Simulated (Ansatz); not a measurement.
Si37H51, a nanocrystal with a defect cut from the lattice of silicon (one cap removed). Total charge 0; doublet. Geometry PBE-D4/def2-SVP, basis def2-SVP, Ansatz.

```xyz
88

Si   -4.383   -4.569   -1.948
Si   -1.229   -3.347   -3.901
Si   -3.719   -0.881   -2.155
Si   -3.174   -2.520    1.170
Si   -5.620   -0.210    3.412
Si    1.854   -2.156   -5.983
Si   -0.318    0.435   -4.354
Si   -0.052   -1.336   -0.879
Si    3.084   -0.101   -2.877
Si    0.883    2.424   -1.290
Si   -2.503    1.115    0.899
Si   -1.794   -0.637    4.233
Si    1.137    0.688    2.170
Si   -1.365    3.091    3.976
Si    4.470    3.690   -3.110
Si    4.302    1.717    0.292
Si    2.134    4.442    1.715
Si    2.299    2.670    5.153
Si   -0.370   -1.698   -5.347
Si   -3.471   -2.898   -3.341
Si   -3.417   -4.656    0.203
Si    0.067   -3.425   -1.944
Si   -2.286   -0.897   -0.289
Si   -5.374   -1.921    1.797
Si   -2.078   -2.757    3.239
Si   -3.946   -0.180    5.078
Si    3.406   -2.017   -4.211
Si    3.912    1.670   -4.207
Si    0.835    0.310   -2.307
Si    1.237   -1.391    1.081
Si    4.605   -0.175   -1.083
Si    2.065    2.304    0.737
Si   -1.098    1.082    2.782
Si    2.447    0.577    4.130
Si    0.098    3.089    5.829
Si    5.368    3.418   -0.943
Si    3.259    4.311    3.786
H    -4.281   -5.921   -2.610
H    -5.848   -4.250   -1.764
H    -1.175   -4.679   -4.615
H    -5.139   -0.790   -1.651
H    -3.457    0.325   -3.017
H    -6.944   -0.440    4.102
H    -5.693    1.139    2.746
H     1.947   -3.513   -6.639
H     2.252   -1.117   -7.004
H    -1.696    1.006   -4.156
H     0.444    1.369   -5.262
H    -0.496    2.983   -1.064
H     1.605    3.362   -2.223
H    -3.935    1.221    1.359
H    -2.212    2.319    0.044
H    -0.830   -0.716    5.394
H    -2.804    3.192    4.425
H    -1.071    4.271    3.088
H     3.276    4.606   -3.050
H     5.519    4.377   -3.953
H     5.032    1.548    1.604
H     0.738    4.970    1.919
H     2.852    5.376    0.769
H    -1.224   -1.664   -6.595
H    -4.283   -2.848   -4.616
H    -2.096   -5.377    0.157
H    -4.336   -5.449    1.102
H    -0.441   -4.492   -1.011
H     1.504   -3.739   -2.270
H    -6.201   -1.575    0.583
H    -5.967   -3.169    2.408
H    -3.032   -3.530    4.123
H    -0.807   -3.557    3.135
H    -4.274   -1.275    6.065
H    -3.994    1.137    5.813
H     4.792   -1.918   -4.803
H     3.360   -3.268   -3.373
H     2.967    1.972   -5.344
H     5.194    1.147   -4.811
H     2.666   -1.721    0.742
H     0.725   -2.472    1.997
H     4.563   -1.482   -0.339
H     5.978   -0.048   -1.704
H     1.912   -0.511    5.025
H     3.870    0.246    3.759
H    -0.336    1.981    6.756
H     0.012    4.397    6.577
H     6.813    3.007   -1.102
H     5.340    4.741   -0.218
H     4.690    3.922    3.508
H     3.255    5.649    4.481
```

| run | HOMO (eV) | LUMO (eV) |
| --- | --- | --- |
| A | -5.62 | -3.47 |
| B | -5.31 | -3.78 |
| C | -5.92 | -3.29 |
| D | -4.96 | -3.97 |

B3LYP takes the VWN-RPA correlation. Single mean-field runs in def2-SVP are fitted with def2-universal-jkfit.

HOMO and LUMO are taken over both spins.

The runs used B3LYP, PBE, PBE0, r2SCAN. Estimate which is which.

A B3LYP (20 % exact exchange); B r2SCAN (0 % exact exchange); C PBE0 (25 % exact exchange); D PBE (0 % exact exchange). Exact exchange lowers occupied and raises empty levels; among semilocal functionals meta-GGAs tend to open the gap a little, and such runs are hard to tell apart. The gap grows from 0.99 eV (PBE) to 2.63 eV (PBE0).
